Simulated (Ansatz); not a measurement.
Geometry optimisation, Ansatz 0.2.0, RHF/def2-SVP.

Input file:

```yaml
crystal:
  periodic: [false, false, false]
  atoms:
    - { symbol: Zr, position_ang: [-0.129318, 0.168954, -0.002692] }
    - { symbol: O, position_ang: [-0.335609, 0.151749, 2.009403] }
    - { symbol: H, position_ang: [-0.599036, 0.525921, 2.830706] }
    - { symbol: "N", position_ang: [1.838979, 0.284898, -0.600874] }
    - { symbol: H, position_ang: [2.643153, -0.141648, -0.175844] }
    - { symbol: H, position_ang: [2.149922, 0.824975, -1.390819] }
    - { symbol: "N", position_ang: [-1.048326, 1.808391, -0.832295] }
    - { symbol: H, position_ang: [-1.766958, 1.804379, -1.535361] }
    - { symbol: H, position_ang: [-0.865958, 2.765271, -0.578884] }
    - { symbol: "N", position_ang: [-1.004102, -1.514262, -0.81339] }
    - { symbol: H, position_ang: [-1.807266, -1.988417, -0.434576] }
    - { symbol: H, position_ang: [-0.706419, -2.020306, -1.629299] }
    - { symbol: Si, position_ang: [1.220376, -3.120099, 1.390996] }
    - { symbol: H, position_ang: [0.109159, -4.072051, 1.176504] }
    - { symbol: H, position_ang: [2.016933, -3.012675, 0.150405] }
    - { symbol: H, position_ang: [2.094089, -3.638706, 2.470367] }
    - { symbol: H, position_ang: [0.69948, -1.804075, 1.778754] }
basis:
  gaussian: { orbitals: def2-SVP }
hamiltonian:
  xc: hf
relax:
  f_tol: 0.03
  max_steps: 50
```

Command:

```bash
$ ansatz run input.yaml --threads 4 --pin off --max-ram 5120MiB --backend cpu --events-out ev --progress --plain --runs-dir out
```

Task: Where does it end, and by what steps?

Result: The forces met the threshold. The force dipped under the threshold on the way, but the program's further checks kept it going. After 22 steps the energy has fallen by 0.335 eV; H16 moved furthest, 1.42 Å.

```tsv
step	energy less start (eV)	largest force component (eV/Å)	accepted
0	0.0000	1.420	yes
1	-0.1865	0.221	yes
2	-0.2468	0.206	yes
3	-0.2711	0.677	yes
4	-0.2941	0.570	yes
5	-0.2996	0.801	yes
6	-0.3126	0.123	yes
7	-0.3150	0.335	yes
8	-0.3173	0.295	yes
9	-0.3231	0.213	yes
10	-0.3259	0.294	yes
11	-0.3287	0.214	yes
12	-0.3301	0.125	yes
13	-0.3317	0.090	yes
14	-0.3324	0.036	yes
15	-0.3332	0.030	yes
16	-0.3336	0.069	yes
17	-0.3339	0.045	yes
18	-0.3345	0.017	yes
19	-0.3347	0.023	yes
20	-0.3349	0.039	yes
21	-0.3351	0.028	yes
22	-0.3353	0.023	yes
```

```xyz
17
Properties=species:S:1:pos:R:3
Zr -0.147 0.591 -0.044
O -0.383 0.878 1.862
H -0.504 1.045 2.778
N 1.804 0.942 -0.613
H 2.627 0.717 -0.079
H 2.097 1.438 -1.437
N -1.355 1.843 -1.151
H -1.940 1.572 -1.923
H -1.520 2.818 -0.965
N -0.624 -1.354 -0.560
H -1.399 -1.890 -0.205
H -0.126 -1.928 -1.218
Si 1.192 -3.922 1.471
H -0.264 -4.193 1.435
H 1.730 -3.875 0.092
H 1.866 -5.019 2.207
H 1.457 -2.640 2.164
```

Whether the end is a true minimum wasn't checked by a vibrational analysis.

The run took 52 s on 4 threads of Arm Neoverse V2, on a shared host, peak memory 0.47 GiB.
